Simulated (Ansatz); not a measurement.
Program: Ansatz.

The input (input.yaml):

```yaml
crystal:
  periodic: [false, false, false]
  atoms:
    - { symbol: Si, position_ang: [-1.457321, 0.040868, -0.50072] }
    - { symbol: O, position_ang: [-0.874452, -0.835499, 0.84092] }
    - { symbol: H, position_ang: [-0.951589, -0.766869, -1.639838] }
    - { symbol: H, position_ang: [-2.93809, 0.071203, -0.42776] }
    - { symbol: O, position_ang: [-0.931284, 1.594311, -0.489291] }
    - { symbol: H, position_ang: [1.85555, 0.551179, -0.093898] }
    - { symbol: F, position_ang: [1.713003, 1.329327, -0.665606] }
    - { symbol: H, position_ang: [0.867763, -0.876443, 0.91163] }
    - { symbol: O, position_ang: [1.829529, -0.724734, 0.740553] }
    - { symbol: H, position_ang: [-1.27125, -0.592798, 1.689151] }
    - { symbol: H, position_ang: [0.040662, 1.702288, -0.592019] }
    - { symbol: H, position_ang: [2.117479, -1.492734, 0.226977] }
basis:
  gaussian: { orbitals: def2-SVP }
hamiltonian:
  xc: b3lyp
neb:
  order_check: false
  images: 8
  f_tol: 0.05
  max_iterations: 8
  climbing: false
  final_atoms:
    - { symbol: Si, position_ang: [-0.97991716, 0.7516563, -0.63783329] }
    - { symbol: O, position_ang: [-0.56486467, -1.41072939, 0.85424345] }
    - { symbol: H, position_ang: [-0.92475244, -0.40729858, -1.55385956] }
    - { symbol: H, position_ang: [-1.96215789, 0.79373027, 0.45661217] }
    - { symbol: O, position_ang: [-1.35922743, 2.11341076, -1.51829864] }
    - { symbol: H, position_ang: [1.83455856, -0.08584357, 0.73830151] }
    - { symbol: F, position_ang: [0.55573566, 1.01551596, -0.07253786] }
    - { symbol: H, position_ang: [0.41125269, -1.4646529, 0.96534106] }
    - { symbol: O, position_ang: [2.13462193, -0.95645397, 1.05554837] }
    - { symbol: H, position_ang: [-0.88751985, -1.27696162, 1.75623418] }
    - { symbol: H, position_ang: [-0.90209218, 2.24037858, -2.35795721] }
    - { symbol: H, position_ang: [2.64436278, -1.31265283, 0.31430482] }
  initial_path: idpp
  relax_end_points: true
```

Launched with:

```bash
$ ansatz run input.yaml --threads 2 --pin off --max-ram 3072MiB --backend cpu --events-out ev --progress --plain --runs-dir out
```

Task: Does this input run?

Result: The program refused the input.

```
Error: invalid value for `basis.gaussian`: such a run doesn't read neb.relax_end_points; remove what it names
```
